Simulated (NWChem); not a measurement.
# WHSO$_{2}$Br; SMILES [O]=[W]([OH])(=[S])[Br]

```xyz
6

W     -0.1859     0.4115     0.0416
O     -0.7862     0.8231     1.5694
S      1.6940     1.3984    -0.1603
Br     0.1629    -1.9807    -0.0415
O     -1.3540     1.0163    -1.2757
H     -1.9247     1.7807    -1.4073
```
Atoms are numbered in this order, from 1.

Program: NWChem. Geometry: optimised at PBE0/def2-SVP. Not confirmed as a minimum by frequencies. def2 effective core potentials on W; no spin-orbit coupling.

### Question
Taking PBE0/def2-TZVPD as the yardstick, which of these has the fewest basis functions while keeping “dipole (D)” within 0.1 D of it: PBE0/def2-TZVPP; PBE0/def2-TZVP; PBE0/def2-SVP; PBE0/def2-SVPD?

### Answer
PBE0/def2-SVPD.
| level | basis functions | dipole (D) | relative time (rough) |
|---|---|---|---|
| PBE0/def2-SVP | 115 | 2.97 | 1 |
| PBE0/def2-SVPD | 157 | 2.74 | 2 |
| PBE0/def2-TZVP | 193 | 2.80 | 3 |
| PBE0/def2-TZVPP | 222 | 2.81 | 4 |
| PBE0/def2-TZVPD | 235 | 2.74 | 5 |

The yardstick is one finite set, not the basis-set limit.
